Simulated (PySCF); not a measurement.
Broadened absorption spectrum of C4H3ClN2O

C4H3ClN2O.
Atom-mapped SMILES: `[CH2:1]=[CH:2][c:3]1[n:4][n:5][c:6]([Cl:7])[o:8]1` (hydrogens: H9, H10 on C1; H11 on C2)

The calculation used TDDFT CAM-B3LYP/def2-SVPD, vertical, gas phase, core orbitals frozen in the response in PySCF. One conformer (not necessarily the lowest) at the GFN2-xTB geometry, without solvent, vibrations or thermal averaging. Torsions of this conformer, `[CH2:1]=[CH:2][c:3]1[n:4][n:5][c:6]([Cl:7])[o:8]1`: C1–C2–C3–N4 180°.

Each state is given a Gaussian of 0.4 eV full width at half maximum, with ε(max) = 2.175×10⁸ f / Δν̃ (Δν̃ the width in cm⁻¹). The cross-section is σ = 3.8235×10⁻²¹ ε cm², given in Mb (10⁻¹⁸ cm²). The width is an assumption, not a result. The curve ends short of the highest state used, and states not computed would add to its high-energy end.

λ (nm), σ (Mb) and a bar:
```
    183.8      12.45 ###
    185.2       9.13 ##
    186.7       6.50 ##
    188.2       4.70 #
    189.6       3.54 #
    191.1       2.62 #
    192.5       1.94 
    194.0       1.36 
    195.4       0.92 
    196.9       0.58 
    198.3       0.35 
    199.8       0.19 
    201.3       0.10 
    202.7       0.05 
    204.2       0.03 
    205.6       0.02 
    207.1       0.04 
    208.5       0.10 
    210.0       0.25 
    211.5       0.58 
    212.9       1.19 
    214.4       2.41 #
    215.8       4.38 #
    217.3       7.82 ##
    218.7      12.70 ###
    220.2      20.18 #####
    221.7      30.28 #######
    223.1      42.09 ##########
    224.6      56.93 #############
    226.0      72.07 #################
    227.5      88.51 #####################
    228.9     102.74 ########################
    230.4     115.36 ###########################
    231.8     123.56 #############################
    233.3     127.67 ##############################
    234.8     126.67 ##############################
    236.2     121.38 #############################
    237.7     111.81 ##########################
    239.1     100.23 ########################
    240.6      86.18 ####################
    242.0      72.61 #################
    243.5      58.56 ##############
    245.0      45.78 ###########
    246.4      35.40 ########
    247.9      26.14 ######
    249.3      19.20 #####
    250.8      13.45 ###
    252.2       9.42 ##
    253.7       6.28 #
    255.2       4.09 #
    256.6       2.68 #
    258.1       1.67 
    259.5       1.05 
    261.0       0.63 
    262.4       0.38 
    263.9       0.22
```

Problem. Locate the maxima and give the states behind the curve.

Solution. 234 nm (5.30 eV), ε about 33000, made up of S2 (100%) (ε in L mol⁻¹ cm⁻¹; maxima over ε = 5, shares over 10%). At its high-energy end, 6.75 eV, the curve is still rising (ε about 3300, from S3 and S5). The states used: S1 5.30 eV (f 0.0015); S2 5.30 eV (f 0.495); S3 6.59 eV (f 0.0099); S4 6.85 eV (f 0.0012); S5 6.96 eV (f 0.091); S6 7.00 eV (f 0.0010); S7 7.24 eV (f 0.0060); S8 7.35 eV (f 0.143).

Problem. What would ε be at 5.30 eV, the highest of these maxima, with half the width (0.2 eV)?

Solution. About 66800 L mol⁻¹ cm⁻¹ against 33500, a factor of about 2.00; a lone state at its own centre would give exactly 2.

Problem. On this curve, what absorbance would a 10⁻³ mol/L sample give at 193 nm over a 1 cm path?

Solution. 193 nm is 6.424 eV, where ε is about 450 L mol⁻¹ cm⁻¹, so A = ε c l ≈ 0.45 (Beer–Lambert, with the gas-phase spectrum and the assumed width).

Hardware: one thread, Arm Neoverse V1 (aarch64), shared host with 32 logical CPUs at a one-minute load of 15. Cost: 35 s, 0.86 GiB resident at most.
